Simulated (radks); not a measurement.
Ti19+, 3 electrons, occupied as [He] 2s1.

Calculated with a radial shooting solver on a logarithmic mesh with Libxc functionals: scalar-relativistic Kohn-Sham, exchange-only r2SCAN, spin-unpolarised, spherical densities, finite nucleus; meta-GGA in the generalised Kohn-Sham scheme; Fermi nuclear charge, rms radius 3.5921 fm; without spin polarisation the odd electron is poorly described.

Energy parts (eV):
total: -14297.300
kinetic: 14476.704
electron-nucleus: -29381.887
Hartree: 1023.334
exchange: -415.452

Orbitals (lengths in bohr, moments of r in powers of bohr; r(90%) holds 90 % of the orbital's charge):
orbital,occ.,eigenvalue (eV),r(90%),<r^2>
1s,2,-6016.261,0.123,0.006365
2s,1,-1384.441,0.439,0.09661
2p,0,-1332.135,0.396,0.07330
3s,0,-564.5681,0.955,0.4905
3d,0,-549.4359,0.782,0.3086

The highest occupied level is 2s at -1384.4 eV. For comparison, the ionisation energy in NIST's Atomic Spectra Database is 1425.3 eV (theoretical). In exact Kohn-Sham theory the highest level is minus the ionisation energy, but local and semilocal functionals leave it too shallow, through self-interaction and a potential that decays too fast; potentials with the right tail come closer.
